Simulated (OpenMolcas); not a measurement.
**Lines of Lu⁺: computed and rescaled rates**

```yaml
Program: OpenMolcas
Method: "MS-CASPT2, IPEA 0.25 Eh, imaginary shift 0.1 Eh (closed shells correlated: 5s 5p)"
Basis: ANO-RCC-VTZP [8s7p5d3f2g1h]
Scalar_Hamiltonian: DKH2, point nucleus
Active_space: 2 electrons in 6 orbitals (5d 6s)
State_averaging: 2S+1 = 3 even, 15 roots; 2S+1 = 1 even, 20 roots
Spin-orbit_coupling: RASSI with atomic mean-field integrals over the reference wave functions, term energies averaged over their components
```

Rates come from the transition moments of the reference wave functions (E1 and E2 in the length form). At fixed line strength A goes as λ^-3 for E1 and M1 and as λ^-5 for E2, so a rate at the computed wavelength can be rescaled to the measured one. Measured vacuum wavelengths follow from level energies in NIST Handbook of Basic Atomic Spectroscopic Data. Branching counts decays inside the model space alone, at computed energies, and the table is only a selection of the E2 and M1 lines, drawn from those between levels with measured partners whose computed energy lies within a factor of 1.5 of the measured one.

```csv
Upper,Lower,Type,λ computed (nm),λ measured (nm),A computed (s-1),A rescaled (s-1),Branching %
5d 6s ³D₂,5d 6s ³D₁,M1,14950,15650,6.85e-03,5.97e-03,8.0
5d 6s ³D₃,5d 6s ³D₂,M1,5739,5670,8.96e-02,9.29e-02,100.0
5d 6s ¹D₂,5d 6s ³D₃,M1,3437,3191,3.89e-02,,0.6
5d 6s ¹D₂,5d 6s ³D₁,M1,1879,1806,2.30e-01,,3.7
5d 6s ³D₂,6s² ¹S₀,E2,798.8,804.2,7.91e-02,,92.0
5d 6s ¹D₂,6s² ¹S₀,E2,582.4,576.9,5.93e+00,6.22e+00,95.3
```

Spin-changing lines and M1 lines between different terms are not rescaled, since their strength hangs on the term gaps too.

The largest correction is for 5d 6s ³D₂ → 5d 6s ³D₁ (M1): 6.85e-03 × (14950 / 15650)^3 = 5.97e-03 s-1, a factor of 0.87.

The computed rate and branching of 5d 6s ³D₃ → 5d 6s ³D₂ give the upper level a radiative lifetime of 1.000 / 8.96e-02 s-1 = 1.12e+01 s, counting decays inside the model space alone. The rescaled rate gives about 1.1e+01 s.

These are rates of the free ion; in crystals, glasses and complexes forced electric-dipole and non-radiative decay shorten such lifetimes by orders of magnitude. No measured rate stands beside these. Rescaling mends the energy factor alone: line strengths can still be far off where a level mixes with configurations outside the active space, and weak or spin-changing lines hang on small mixing coefficients that depend on the term gaps too, so rescaling need not improve them.

Term energies are means over components that CASPT2 splits; among the terms shown or strongly mixed into the levels shown the widest spread is 190 cm-1 (5d 6s ¹D). A single d shell beside an s shell can misplace configurations of different d count against each other. Measured partners are found by configuration, term and J. A level has none where our copy of the source lacks it or the pairing is in doubt (some pairs that miss far off the trend of their configuration count as doubtful). Levels of configurations outside the active space are missing.
